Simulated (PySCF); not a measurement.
NMR data sheet: C$_{7}$H$_{3}$F$_{3}$

```
Formula                               : C7H3F3
SMILES                                : C#C/C=C(/F)C#CC(F)F
InChI                                 : InChI=1S/C7H3F3/c1-2-3-6(8)4-5-7(9)10/h1,3,7H/b6-3+
Point group of the computed structure : Cs
Degrees of unsaturation               : 5
Carbon signals                        : 7
Proton signals                        : 3
```

Mapped SMILES: `[CH:1]#[C:2]/[CH:3]=[C:4](/[F:5])[C:6]#[C:7][CH:8]([F:9])[F:10]`; H(Xn) means a hydrogen on atom n.

PySCF calculation with GIAO PBE0/pcSseg-1 shieldings and structure optimised with GFN2-xTB; equivalent nuclei averaged, no relativistic terms, gas phase, single conformer.

δ = σ(ref) − σ, references computed at the same level: TMS for 1H (σ = 31.72 ppm), 13C (σ = 186.93 ppm); CFCl3 for 19F (σ = 170.95 ppm).

| carbon | δC, type | δH (multiplicity) | HMBC from (2–3 bonds) | span of the C tensor (ppm) |
| --- | --- | --- | --- | --- |
| C1 | 102.8, CH | 3.43 (d) | H(C3) | 158 |
| C2 | 80.1, C | – | H(C3), H(C1) | 289 |
| C3 | 111.9, CH | 6.11 (m) | H(C1) | 179 |
| C4 | 162.2, C | – | H(C3) | 156 |
| C6 | 86.2, C | – | H(C8), H(C3) | 236 |
| C7 | 99.7, C | – | H(C8) | 201 |
| C8 | 110.2, CH | 6.77 (m) | – | 43 |

Other nuclei:
```csv
atoms,nucleus,environment,δ (ppm),σ (ppm)
F5,19F,vinylic fluorine,-100.2,271.2
F9/F10,19F,fluorine of a CF2 group,-124.8,295.8
```

1. Carbon types of the structure: 4 × C, 3 × CH, which accounts for all hydrogens.
2. δC 162.2: fully substituted alkene carbon; an sp2 carbon of a C=C bond.
3. δC 111.9: alkene CH; an sp2 carbon of a C=C bond.
4. δC 110.2: propargylic sp3 CH bonded to 2 F; 2 electronegative neighbours deshield it.
5. δC 102.8: terminal alkyne carbon; the triple bond shields along its axis, which puts it between sp3 and sp2 carbons.
6. δC 99.7, 86.2, 80.1: alkyne carbon; the triple bond shields along its axis, which puts it between sp3 and sp2 carbons.

Splittings by 19F in the carbon and heteronuclear signals aren't shown, as no couplings were computed. Shifts are as computed. Against solution values, carbons near 30 ppm lie about +3 ppm off and those near 130 ppm about +5 ppm. Of 1211 compounds with measured shifts, 218 miss one by over three times the rms of a fit or turn the order of signals round; such compounds aren't used in these exercises. Unscaled 19F shifts against computed CFCl3 carry errors that often reach 10 to 50 ppm. No couplings were computed; multiplicities are counted from neighbouring protons, with m where these are inequivalent, close in shift, in a saturated or five-membered ring or joined by F or P, and br s for small geminal =CH2 splittings.
